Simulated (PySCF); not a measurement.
## Electron correlation in Cd(38+) (cadmium, charge +38)

[Ne], closed-shell 1S. Computed with PySCF 2.14 in an even-tempered Gaussian basis (19 s from 16 bohr⁻², ratio 2.2; 12 p from 20 bohr⁻², ratio 2.2; 6 d from 87 bohr⁻², ratio 2.4; 5 f from 130 bohr⁻², ratio 2.4; 4 g from 190 bohr⁻², ratio 2.4), with the spin-free X2C one-electron Hamiltonian (Gaussian nucleus). Frozen: nothing; 10 electrons correlated; the 14 highest virtual orbitals of each spin left out.

MP2 pair energies summed by pair of shells (mhartree):

| pair | energy | share (%) |
| --- | --- | --- |
| 2p-2p | -228.44 | 54.7 |
| 2s-2p | -76.12 | 18.2 |
| 1s-2p | -45.50 | 10.9 |
| 1s-1s | -44.12 | 10.6 |
| 2s-2s | -12.71 | 3.0 |
| 1s-2s | -10.70 | 2.6 |

Total MP2 correlation energy: -417.59 mhartree.

At this charge the one-electron X2C treatment keeps the bare 1/r₁₂, with no two-electron picture change or Breit term. That inflates the 1s pair energies well beyond their four-component values; and a scalar Hamiltonian misses the large spin-orbit splitting of the p shells, which matters for ns² → np² pairs.
